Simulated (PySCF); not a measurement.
H2NiO2, SMILES [OH][Ni][OH] (connectivity only; charge and spin as stated), neutral, multiplicity 3.

Geometry optimised at PBE0-D3(BJ)/def2-TZVP. The spin state was assumed, not searched. One conformer was computed; it need not be the lowest.

Method: B3LYP/def2-TZVPD (PySCF).

The molecule is in vacuum.

Computed frontier levels, dipole moment and polarisability:
α spin, highest occupied and lowest empty level: -7.95 and -1.10 eV
β spin, highest occupied and lowest empty level: -8.10 and -4.18 eV
dipole moment: 2.67 D
quadrupole, principal values (traceless, Buckingham form, about the centre of nuclear charge): -3.89, -0.65, 4.54 D·Å
mean static polarisability: 38.9 bohr³ (5.77 Å³)
polarisability, principal values: 26.9, 28.4, 61.6 bohr³
⟨S²⟩: 2.007 (pure state 2.00)
